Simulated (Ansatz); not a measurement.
Job for Ansatz (a program for electronic structure): R-B3LYP/def2-TZVPPD on C3H9N (a complex), monomers drawn apart or pushed together. Files ending in .json are basis or fitting sets from the Basis Set Exchange.

Ansatz 0.2 input:
```yaml
crystal:
  periodic: [false, false, false]
  atoms:
    - {symbol: C, position_ang: [-0.64296997, 0.26062258, 0.06777138]}
    - {symbol: C, position_ang: [0.54211024, -0.19981771, 0.44388338]}
    - {symbol: H, position_ang: [-0.91349106, 0.36676118, -0.97638270]}
    - {symbol: H, position_ang: [-1.39484833, 0.55139523, 0.79203356]}
    - {symbol: H, position_ang: [0.81222434, -0.30576896, 1.48926575]}
    - {symbol: H, position_ang: [1.28679951, -0.48807694, -0.28979604]}
    - {symbol: C, position_ang: [-0.62918206, 0.32270579, 3.70532180]}
    - {symbol: N, position_ang: [0.72445590, -0.23260835, 3.72075195]}
    - {symbol: H, position_ang: [-1.29396686, -0.37067940, 3.18807543]}
    - {symbol: H, position_ang: [-0.62681894, 1.25422785, 3.13746687]}
    - {symbol: H, position_ang: [-1.05756947, 0.52930415, 4.69492882]}
    - {symbol: H, position_ang: [0.74934663, -1.10818774, 4.22919998]}
    - {symbol: H, position_ang: [1.36766254, 0.39813135, 4.18365013]}
basis:
  gaussian:
    orbitals: def2-TZVPPD.json
hamiltonian:
  xc: {name: B3LYP}
scf: {lower_state_search: off}
```

Output:

```
WARN ansatz: RAYON_NUM_THREADS=1 ignored (pool sized by the plan → 1); use --threads N
Functional definition: B3LYP
these checks for a lower state are left out or cut short: stability, starts, cluster_reference, orbital_swaps, neighbouring_geometries, increment
integrals: 0.19 GiB planned
1232 factors; their error is unknown
mean field: 1.94 GiB planned
mean field evaluation 1: about -4735.9842 eV, gradient 7.8e1 eV
mean field evaluation 2: about -4723.4474 eV, gradient 1.0e2 eV
mean field evaluation 4: about -4749.1432 eV, gradient 6.3e0 eV
mean field evaluation 8: about -4749.2302 eV, gradient 1.9e-1 eV
mean field evaluation 16: about -4749.2054 eV, gradient 9.8e-5 eV
mean field -4749.20544727 eV, -174.5300810601 hartree, gradient 4.6e-6 eV, S^2 0.000000; 0 other end points of the search recorded, 0 dependent functions left out
reference -4749.20574783 eV, -174.5300921053 hartree; 17, 17 occupied and 284, 284 virtual orbitals, 1232 factors
Total energy: -4749.20574783 eV, -174.5300921053 hartree
Checks for a lower state left out: stability, starts, cluster_reference, orbital_swaps, neighbouring_geometries, increment
```

The calculation finished and met its thresholds.

Cost: roughly 3 core-seconds.
